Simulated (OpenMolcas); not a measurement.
**How basis sets differ on GeNH3 (SMILES [NH2][GeH])**

GeNH3 has 5 atoms, charge 0, and is taken as a singlet. As SMILES, `[NH2][GeH]`. The coordinates come from a PBE0-D4/def2-TZVP relaxation. This is one conformer, not always the lowest.

```xyz
5

N    -0.0841   -0.6022    0.0974
Ge    0.9888    0.8534    0.2598
H     0.1806   -1.5020    0.4653
H    -0.9850   -0.6201   -0.3525
H    -0.0503    1.7972   -0.5113
```

Each level gives the dipole moment (D). The values are calculated.

```json
{"level": "HF/STO-3G", "kind": "Hartree–Fock", "program": "OpenMolcas", "value (D)": "1.03"}
{"level": "HF/3-21G", "kind": "Hartree–Fock", "program": "OpenMolcas", "value (D)": "1.75"}
{"level": "HF/6-31G", "kind": "Hartree–Fock", "program": "OpenMolcas", "value (D)": "1.47"}
{"level": "HF/def2-SVP", "kind": "Hartree–Fock", "program": "OpenMolcas", "value (D)": "1.50"}
```

All-electron rows without a relativistic Hamiltonian named are non-relativistic. The values span 1.03 to 1.75 D. Sets without polarisation functions give poor dipoles.
